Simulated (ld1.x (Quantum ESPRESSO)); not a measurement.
## Transferability test, TM potential for rhenium

- Element: rhenium
- Generator: ld1.x (Quantum ESPRESSO) 7.5
- Type: norm-conserving Troullier–Martins (Kleinman–Bylander form)
- Functional: LDA (PZ)
- Relativity: fully relativistic
- Frozen core: [Kr] 4d10 4f14 5s2
- Valence charge: 13
- Reference configuration: 5p6 5d5 6s1.5 6p0.5
- Partial waves: 6s (bound): rc 2.20 bohr; 5p (bound): rc 2.05 bohr; 5d (bound): rc 1.90 bohr
- Local potential: all-electron potential smoothed inside 1.95 bohr (lloc = -1)
- Core correction: none

Open shells are filled in proportion to 2j + 1 (rel_dist='average').

Occupied shells without a wave of their own: 6p. They enter only through the test configuration that unscreens the potential.

Energies are relative to the spin-unpolarised reference configuration 5p6 5d5 6s1.5 6p0.5; without spin polarisation the order of configurations can differ from experiment.

**Question.** Give the all-electron excitation energy and the error of the potential for: 5p6 5d5 6s2 6p0; 5p6 5d5 6s1 6p0; 5p6 5d5 6s0 6p0; 5p6 5d3 6s0 6p0; 5p6 5d6 6s1 6p0; 5p5 5d5 6s2 6p0; 5p6 5d5 6s1.5 6p0.

**Answer.**

| valence configuration | charge | ΔE all-electron (eV) | error AE − PS (meV) |
| --- | --- | --- | --- |
| 5p6 5d5 6s2 6p0 | 0 | -2.372 | -71 |
| 5p6 5d5 6s1 6p0 | +1 | 7.148 | -135 |
| 5p6 5d5 6s0 6p0 | +2 | 23.828 | -217 |
| 5p6 5d3 6s0 6p0 | +4 | 90.926 | -356 |
| 5p6 5d6 6s1 6p0 | 0 | -1.414 | -57 |
| 5p5 5d5 6s2 6p0 | +1 | 51.453 | -357 |
| 5p6 5d5 6s1.5 6p0 | +0.5 | 1.533 | -101 |

Levels in the configuration 5p6 5d3 6s0 6p0:

```json
{"level": "5p j=1/2", "all-electron (eV)": "-99.192", "pseudo (eV)": "-99.254"}
{"level": "5p j=3/2", "all-electron (eV)": "-87.694", "pseudo (eV)": "-87.766"}
{"level": "5d j=3/2", "all-electron (eV)": "-46.883", "pseudo (eV)": "-46.938"}
{"level": "5d j=5/2", "all-electron (eV)": "-45.635", "pseudo (eV)": "-45.691"}
```

The 6p level has no wave, so the channel is fitted at the deeper level alone: the likely source of the large errors.

Note: ghost state, extra bound levels that the all-electron valence spectrum of the same l lacks: s at -45.8 eV. A true bound ghost makes a file unfit for plane-wave use.
